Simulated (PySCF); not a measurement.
# Assignment exercise: C$_{3}$H$_{15}$NSi$_{3}$

Mapped SMILES: `[CH3:1][N:2]([CH3:3])[SiH2:4][Si@H:5]([CH3:6])[SiH3:7]`; H(Xn) means a hydrogen on atom n. Ha(Si4) is pro-R; Hb(Si4) is pro-S.

Theory: structure optimised with GFN2-xTB, NMR shieldings at PBE0/pcSseg-1/GIAO, in PySCF 2.14 (no relativistic terms, no solvent model, equivalent nuclei averaged, a single conformation).

Chemical shifts δ = σref − σ; TMS for 13C (σref 186.93), 1H (σref 31.72), all at this level.

Task: Assign these signals to the numbered atoms. 13C{1H} NMR (computed): δ 43.6 (CH3), -8.6 (CH3).

Result: 
43.6 → C1/C3, methyl carbon bonded to N: the inductive effect lowers its shielding
-8.6 → C6, methyl carbon bonded to Si: an electropositive neighbour leaves it electron-rich and shielded

Task: Assign these signals to the numbered atoms. 1H NMR (400 MHz, computed): δ 5.01 (m, 1H), 4.81 (m, 1H), 4.14 (m, 1H), 3.39 (d, 3H), 2.66 (s, 6H), 0.30 (d, 3H).

Result: 
| δ (ppm) | atoms | environment | reason |
| --- | --- | --- | --- |
| 5.01 | Hb(Si4) | hydrogen on a silicon bonded to N, Si | – |
| 4.81 | Ha(Si4) | hydrogen on a silicon bonded to N, Si | – |
| 4.14 | H(Si5) | hydrogen on a silicon bonded to C, 2 Si | – |
| 3.39 | H(Si7) | hydrogen on a silicon bonded to Si | – |
| 2.66 | H(C1)/H(C3) | hydrogen on a methyl carbon bonded to N | its carbon carries N, an electronegative neighbour |
| 0.30 | H(C6) | hydrogen on a methyl carbon bonded to Si | an electropositive neighbour shields it, as in TMS itself |

Shifts are as computed. Against solution values, carbons near 30 ppm lie about +3 ppm off and those near 130 ppm about +5 ppm. Of 1211 compounds with measured shifts, 218 miss one by over three times the rms of a fit or turn the order of signals round; such compounds aren't used in these exercises. No couplings were computed; multiplicities are counted from neighbouring protons, with m where these are inequivalent, close in shift, in a saturated or five-membered ring or joined by F or P, and br s for small geminal =CH2 splittings.
